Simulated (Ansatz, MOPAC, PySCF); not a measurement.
Molecule: Ga2O (charge 0, singlet). SMILES: [O]([Ga])[Ga]
Coordinates optimised at B3LYP-D3(BJ)/def2-TZVP (Ansatz, a quantum-chemistry and plane-wave program):
```
O
Ga 1 1.8134
Ga 1 1.8134 2 180.00
```
Charge 0, spin multiplicity 1.

Unscaled harmonic wavenumbers (cm⁻¹) in rising order, each level at the stationary point that it reaches from this structure (no distance between atoms moves by over 0.3 Å); the order of modes can differ between levels, and a negative number is imaginary. B3LYP-D3(BJ)/def2-TZVP (PySCF, at the structure above): 74, 74, 289, 827.

AM1 (MOPAC): 76, 76, 274, 799. Zero-point energy 1.8 against 1.8 kcal/mol; where all levels lie over 400 cm⁻¹, the wavenumbers are on average 0.966 times those of B3LYP-D3(BJ)/def2-TZVP.

PM3 (MOPAC): 123, 123, 380, 1170. Zero-point energy 2.6 against 1.8 kcal/mol; where all levels lie over 400 cm⁻¹, the wavenumbers are on average 1.415 times those of B3LYP-D3(BJ)/def2-TZVP.

HF/6-31G* with LANL2DZ past Ar (Ansatz): 108, 108, 315, 881. Zero-point energy 2.0 against 1.8 kcal/mol; where all levels lie over 400 cm⁻¹, the wavenumbers are on average 1.065 times those of B3LYP-D3(BJ)/def2-TZVP.

B3LYP/6-31G* with LANL2DZ past Ar (Ansatz): 87, 87, 285, 805. Zero-point energy 1.8 against 1.8 kcal/mol; where all levels lie over 400 cm⁻¹, the wavenumbers are on average 0.973 times those of B3LYP-D3(BJ)/def2-TZVP.
